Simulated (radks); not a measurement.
Coulomb parameter of the 4d shell of the ruthenium ion Ru+ in the model configuration [Kr] 4d5 5p2, as a second difference U = [E(n + 1) + E(n - 1) - 2 E(n)] / (1)^2 with all orbitals relaxed. "Bare": the charge of the atom changes with n. "Screened": the 5p shell takes up the change at fixed total charge, which measures U(4d,4d) + U(5p,5p) - 2 U(4d,5p). Method: scalar-relativistic Kohn-Sham, LDA (Slater exchange, Perdew-Wang correlation), spin-unpolarised, spherical densities, point nucleus; computed with a radial shooting solver on a logarithmic mesh with Libxc functionals.

case	configuration	E - E(n) (eV)
start	[Kr] 4d5 5p2	0.000
bare +1	[Kr] 4d6 5p2	-15.600
bare -1	[Kr] 4d4 5p2	27.076
screened +1	[Kr] 4d6 5p1	-10.284
screened -1	[Kr] 4d4 5p3	13.194

U(bare) = 11.476 eV, U(screened by 5p) = 2.910 eV, against the Slater integral F0(4d,4d) = 16.642 eV with frozen orbitals.
